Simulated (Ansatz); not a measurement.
`C[CH](F)[GeH3]`, relaxed with RKS PBE-D4/def2-SVP in the Gaussian-basis code of Ansatz from a rough embedded geometry. The force threshold is 0.03 eV/Å; the program also tests the step.

The species carries charge 0 and has multiplicity 1.

Start:

```xyz
11

C    -1.238   -0.424    0.360
C    -0.383    0.560   -0.320
F    -0.555    1.826    0.257
Ge    1.520   -0.053   -0.179
H    -1.041   -0.483    1.482
H    -2.367   -0.117    0.273
H    -1.176   -1.458   -0.077
H    -0.630    0.563   -1.416
H     2.372    1.022   -0.919
H     1.652   -1.396   -0.801
H     1.847   -0.040    1.340
```

```tsv
step	energy (eV)	largest force (eV/Å)	largest move (Å)
1	-61397.5729	2.266	0.000
2	-61397.7673	0.738	0.120
3	-61397.8000	0.179	0.060
4	-61397.8023	0.097	0.014
5	-61397.8031	0.040	0.015
6	-61397.8032	0.026	0.009
```

End:

```xyz
11

C    -1.336   -0.439    0.387
C    -0.389    0.506   -0.331
F    -0.510    1.795    0.210
Ge    1.536   -0.001   -0.178
H    -1.080   -0.522    1.463
H    -2.381   -0.074    0.309
H    -1.288   -1.452   -0.060
H    -0.654    0.571   -1.411
H     2.407    1.055   -0.904
H     1.781   -1.399   -0.810
H     1.914   -0.041    1.326
```

Run time 6.5 s (4 threads of an Arm Neoverse V2 on a shared host); peak host memory 0.16 GiB.
